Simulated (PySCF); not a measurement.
# Computed records: CH5B2O, CH4BO, CH6BOSi

Computed with PySCF 2.14.0. Calculation on a computer-drawn molecule: the log of a Hartree-Fock and frozen-core CCSD(T) single point meant for a local Hartree-Fock minimum, with one planted fault or none, to be diagnosed. Offsets are logged minus clean, where the clean run is the same molecule without the fault. The reference is restricted for singlets and unrestricted otherwise, and also for a bond in bohr or an excited solution. Adding or removing an electron swaps singlet and doublet. The excited solution moves the top pair (singlet) or top alpha electron (doublet) to the lowest empty orbital. Highest occupied and lowest empty are orbital energies over both spins, largest force is the largest gradient component, triples share is (T) over the correlation energy, the T1 limit is 0.02 restricted and 0.045 unrestricted, electrons count all cores, a negative frequency is imaginary (commonest isotopes), and the dipole is about the centre of nuclear charge.

Common to all runs: meant charge 0; meant multiplicity 2; logged SCF converged yes; possible faults no fault, one electron removed, one electron added, multiplicity raised by two, geometry at a saddle point, SCF held on an excited solution, minimal basis STO-3G, one bond length entered in bohr, all coordinates scaled.

(1) CH5B2O

Logged structure:
```xyz
9
CH5B2O
B      0.4419     2.1335    -1.5832
C      0.1958     0.8770    -0.7010
B      1.2027    -0.3210    -0.5342
O      0.9735    -1.3560     0.3036
H     -0.3303     3.0538    -1.5758
H      1.4146     2.1985    -2.2842
H     -0.7453     0.8266    -0.1488
H      2.2287    -0.3613    -1.1547
H      0.1592    -1.3003     0.7812
```

| Item | Value |
| --- | --- |
| meant basis | cc-pVDZ |
| logged electrons | 29 |
| logged basis functions | 25 |
| logged spin squared | 0.7596 |
| logged highest occupied | -9.5151 eV |
| logged lowest empty | 4.1625 eV |
| logged largest force | 0.051739 hartree/bohr |
| logged T1 diagnostic | 0.021744 |
| logged D1 diagnostic | 0.10285 |
| logged triples share | 0.023203 |
| logged CC converged | yes |
| logged dipole magnitude | 1.8779 debye |
| logged SCF stable within its kind | yes |
| logged energy HF | -162.89382 hartree |
| logged energy CCSD(T) | -163.09481 hartree |
| planted fault | minimal basis STO-3G |
| HF energy offset from clean run | 1337 kcal/mol |
| CCSD(T) energy offset from clean run | 1538 kcal/mol |

Drawn bonds:
```tsv
atom	other atom	order
1	2	1
2	3	1
3	4	1
1	5	1
1	6	1
2	7	1
3	8	1
4	9	1
```

(2) CH4BO

Logged structure:
```xyz
7
CH4BO
B     -0.3946     1.3461     0.9695
C      0.4608     0.0993     0.8646
O      1.5900     0.0891     0.1437
H     -0.0733     2.3535     0.4047
H     -1.3965     1.3001     1.6287
H      0.2187    -0.8411     1.3550
H      2.0082    -0.7582     0.1763
```

| Quantity | Value |
| --- | --- |
| meant basis | cc-pVDZ |
| logged electrons | 23 |
| logged basis functions | 62 |
| logged spin squared | 0.757 |
| logged highest occupied | -9.2217 eV |
| logged lowest empty | 1.6703 eV |
| logged largest force | 2.43e-05 hartree/bohr |
| logged lowest frequency | 407.23 cm⁻¹ |
| logged T1 diagnostic | 0.020799 |
| logged D1 diagnostic | 0.088747 |
| logged triples share | 0.024677 |
| logged CC converged | yes |
| logged dipole magnitude | 2.7863 debye |
| logged SCF stable within its kind | yes |
| logged energy HF | -139.70017 hartree |
| logged energy CCSD(T) | -140.13575 hartree |
| planted fault | no fault |
| HF energy offset from clean run | 0 kcal/mol |
| CCSD(T) energy offset from clean run | 0 kcal/mol |

Drawn bonds:
```tsv
atom	other atom	order
1	2	1
2	3	1
1	4	1
1	5	1
2	6	1
3	7	1
```

(3) CH6BOSi

Logged structure:
```xyz
10
CH6BOSi
B     -3.1059     0.8656    -0.4615
C     -1.7251     0.6666    -1.0635
O     -1.2206    -0.5601    -1.2806
Si     0.2021    -0.9746    -2.0440
H     -3.4974     1.9866    -0.2873
H     -3.7841    -0.0783    -0.1700
H     -1.0667     1.4896    -1.3410
H      0.4383    -2.3935    -1.7382
H      1.3009    -0.1296    -1.5300
H      0.0716    -0.7695    -3.5009
```

| Item | Value |
| --- | --- |
| meant basis | cc-pV(D+d)Z |
| logged electrons | 39 |
| logged basis functions | 95 |
| logged spin squared | 0.7813 |
| logged highest occupied | -2.9978 eV |
| logged lowest empty | -1.8285 eV |
| logged largest force | 0.13608 hartree/bohr |
| logged dipole magnitude | 6.1884 debye |
| logged SCF stable within its kind | no |
| logged energy HF | -429.62129 hartree |
| planted fault | SCF held on an excited solution |
| HF energy offset from clean run | 132.4 kcal/mol |

Drawn bonds:
```tsv
atom	other atom	order
1	2	1
2	3	1
3	4	1
1	5	1
1	6	1
2	7	1
4	8	1
4	9	1
4	10	1
```

Notes: coupled-cluster numbers left out as unreliable.
